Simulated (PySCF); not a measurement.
Bonding in `CSc1ccc2[n-]nnc2c1`

Species: C₇H₆N₃S (charge -1).
Numbering: `[CH3:1][S:2][c:3]1[cH:4][cH:5][c:6]2[n-:7][n:8][n:9][c:10]2[cH:11]1` (hydrogens: H12, H13, H14 on C1; H15 on C4; H16 on C5; H17 on C11)

Structure used (GFN2-xTB), in Å, numbered top down from 1:
```xyz
17
C7H6N3S angstrom
C      3.0182   -0.2279   -0.1061
S      2.1335    1.3595   -0.2721
C      0.4666    0.7513   -0.0103
C     -0.0917    0.8897    1.2703
C     -1.3457    0.4046    1.5499
C     -2.0431   -0.2330    0.5241
N     -3.2563   -0.8204    0.4605
N     -3.3977   -1.2623   -0.7696
N     -2.3690   -1.0171   -1.5442
C     -1.4615   -0.3608   -0.7862
C     -0.1944    0.1474   -1.0542
H      2.6344   -0.9256   -0.8459
H      4.0733   -0.0349   -0.2766
H      2.8622   -0.6207    0.8957
H      0.4913    1.3889    2.0342
H     -1.7802    0.5085    2.5359
H      0.2532    0.0647   -2.0354
```

Bond orders from the PBE0/pcSseg-1 density (PySCF). Isolated species at its GFN2-xTB geometry (one conformer only). The pcSseg-1 basis has no diffuse functions, a weakness for an anion.

Question: How far do the computed orders between heavy atoms stray from the drawn ones?

Answer: The largest departure is 0.358, at C10–C6 (drawn aromatic, 1.142), counting aromatic bonds as 1.5. The bonds drawn aromatic range from 1.14 to 1.50.

Question: Set the Mayer orders of the bonds between heavy atoms beside their lengths.

Answer: 
| bond | drawn as | length (Å) | Mayer order |
| --- | --- | --- | --- |
| C1–S2 | single | 1.825 | 0.974 |
| S2–C3 | single | 1.794 | 1.068 |
| C3–C4 | aromatic | 1.404 | 1.295 |
| C4–C5 | aromatic | 1.373 | 1.500 |
| C5–C6 | aromatic | 1.395 | 1.325 |
| C6–N7 | aromatic | 1.349 | 1.374 |
| N7–N8 | aromatic | 1.315 | 1.374 |
| N8–N9 | aromatic | 1.311 | 1.388 |
| N9–C10 | aromatic | 1.352 | 1.353 |
| C10–C11 | aromatic | 1.391 | 1.317 |
| C11–C3 | aromatic | 1.375 | 1.411 |
| C10–C6 | aromatic | 1.439 | 1.142 |

Bonds between the same two heavy elements. C–S: lowest C1–S2 (0.974, 1.825 Å), highest S2–C3 (1.068, 1.794 Å). C–C: lowest C10–C6 (1.142, 1.439 Å), highest C4–C5 (1.500, 1.373 Å). C–N: lowest N9–C10 (1.353, 1.352 Å), highest C6–N7 (1.374, 1.349 Å). N–N: all 2 within 0.02 of one another (1.374 to 1.388).

Question: And the bonds to hydrogen?

Answer: C–H: 0.95 to 0.96 (6 bonds).

Question: Sum the orders of all bonds at each heavy atom with more than one neighbour and set the sums beside the valence in the SMILES.

Answer: C1 3.850 (drawn 4), S2 2.042 (drawn 2), C3 3.774 (drawn 4), C4 3.755 (drawn 4), C5 3.772 (drawn 4), C6 3.841 (drawn 4), N7 2.748 (drawn 2), N8 2.762 (drawn 3), N9 2.741 (drawn 3), C10 3.812 (drawn 4), C11 3.676 (drawn 4). Orders between atoms that aren't bonded are not in these sums.

For a closed shell the Mayer order of atoms A and B is Σ (PS)μν (PS)νμ over the basis functions μ on A and ν on B, with P the density and S the overlap matrix.
